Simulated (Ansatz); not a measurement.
Ansatz results at the PBE0-D4/def2-TZVP geometry: LUMO energy (PBE0/def2-TZVPP) -0.87 eV; HOMO–LUMO gap (PBE/def2-TZVPP) 4.15 eV; HOMO energy (PBE0/def2-TZVPP) -7.51 eV.

Each molecule was computed in one conformer, which needn't be the lowest.

Q: Which molecule gave them?
A. `NC(=O)[SiH](F)Cl`
B. `[BH2][GeH2][O]C`
C. `NC(N)(N)F`
D. `C=C1SC1C`

A: A. The others give `NC(N)(N)F`: 0.80, 5.42, -6.98; `[BH2][GeH2][O]C`: -2.54, 2.51, -7.60; `C=C1SC1C`: -0.06, 4.27, -6.44.
